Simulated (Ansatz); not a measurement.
Program: Ansatz. Geometries: PBE0-D4/def2-TZVP. ΔE: electronic, gas phase. CCSD(T)/CBS adds triple-zeta CCSD(T) − MP2 to the extrapolated MP2 energy (def2 sets, frozen cores). This one scheme is used for every species. Functionals use def2-TZVPP. B3LYP here is the variant with VWN-RPA as its local correlation; programs differ in this. For Ge, Se outer-core shells are correlated without core-valence functions, which leaves a few kJ/mol of doubt a bond. Scalar relativity is left out up to krypton. Each species was taken in one conformer, which may not be the lowest.

Reaction (formal exchange of groups at the Se–Ge bond): `[Cl][GeH2][SeH]` + `[SiH3]P` → `P[SiH2][SeH]` + `[Cl][GeH3]`

(1) Is it downhill or uphill in electronic energy at CCSD(T)/CBS, and by how much? (Estimate.)

(2) What do these levels give: revPBE-D4, B3LYP-D4, BHLYP, RPA@PBE/def2-TZVPP, MP2/def2-SVP, HF/CBS(def2)? (Best estimate.)

Largest T1 diagnostic among the species: 0.013.

Answers

(1) The calculation gave: Downhill: ΔE = -2.1 kcal/mol.

(2) The calculation gave: revPBE-D4 -1.7, B3LYP-D4 -1.1, BHLYP -0.8, RPA@PBE/def2-TZVPP -0.8, MP2/def2-SVP -1.3, HF/CBS(def2) -0.7 kcal/mol.

Leaving LDA and LC-ωPBE aside and taking each functional with its dispersion term where it has one, the values, not all of them listed here, spread over 1.6 kcal/mol, from B97M-V to BLYP-D4. LDA lies −1.0 kcal/mol from PBE without D4. At CCSD(T), def2-SVP lies +1.2 kcal/mol from the extrapolated value and def2-TZVPP +0.9 kcal/mol.
